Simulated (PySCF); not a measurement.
# Vertical excitation energies

Compound: C4H14BNSi2.
SMILES: `CB(C)[C@H]1C[SiH2]N[SiH2]1`

Computed with TDDFT PBE0/def2-SVPD, vertical, gas phase, core orbitals frozen in the response (PySCF 2.14.0, density-fitted response routines). The structure is a single PBE0-D3(BJ)/def2-SVP conformer in the gas phase; no vibrational or solvent corrections.

Predict the UV-vis stick spectrum at this level.

```
state  E (eV)  E (kJ/mol)  λ (nm)       f  |μ| (D)  main configurations (H = HOMO, L = LUMO)
   S1    5.74         553   216.2  0.0088     0.64                    H→L (78%), H-1→L (17%)
   S2    6.00         579   206.7   0.017     0.87       H-1→L (67%), H→L (12%), H→L+2 (12%)
   S3    6.29         606   197.2  0.0037     0.40      H→L+2 (45%), H→L+1 (34%), H-1→L (9%)
   S4    6.46         623   192.1  0.0083     0.58                  H→L+1 (52%), H→L+2 (39%)
   S5    6.49         626   191.1  0.0031     0.35                               H-2→L (93%)
   S6    6.83         659   181.5  0.0030     0.34                             H-1→L+1 (91%)
   S7    6.90         666   179.7   0.021     0.89                             H-1→L+2 (87%)
   S8    6.98         674   177.6  0.0059     0.47                  H→L+3 (77%), H→L+4 (15%)
   S9    7.23         698   171.4   0.060     1.48                               H-3→L (86%)
  S10    7.37         711   168.3   0.014     0.70     H→L+4 (55%), H→L+5 (22%), H→L+3 (10%)
```

Triplets (Tamm–Dancoff): T1 5.30 eV, H-1→L (54%), H→L (39%); T2 5.67 eV, H→L (35%), H-1→L (27%), H→L+2 (22%); T3 5.96 eV, H-2→L (88%); T4 6.15 eV, H→L+1 (30%), H→L+2 (29%), H→L (22%).

The lowest singlet comes at 216 nm (553 kJ/mol) in the ultraviolet; it is weak; its leading configuration is HOMO→LUMO (78%). The strongest level in the table is S9 at 7.23 eV (171 nm, f = 0.060). Löwdin shares by element: HOMO nitrogen 46%, silicon 21%, hydrogen 8% or more (atoms not listed hold the other 26%); LUMO boron 34%, carbon 32% or more (atoms not listed hold the other 35%). Weighted by f, the mean energy of these states is 6.85 eV. Of the 10 states listed, 4 reach f = 0.01 and none stays under 0.0005. The oscillator strengths of these states sum to 0.144; summed over the whole spectrum of an exact calculation they would give the number of electrons, 78 (Thomas–Reiche–Kuhn). The vertical ionisation energy (ΔSCF) is 8.93 eV, 1.57 eV above S10. The window holds the lowest 10 singlets.
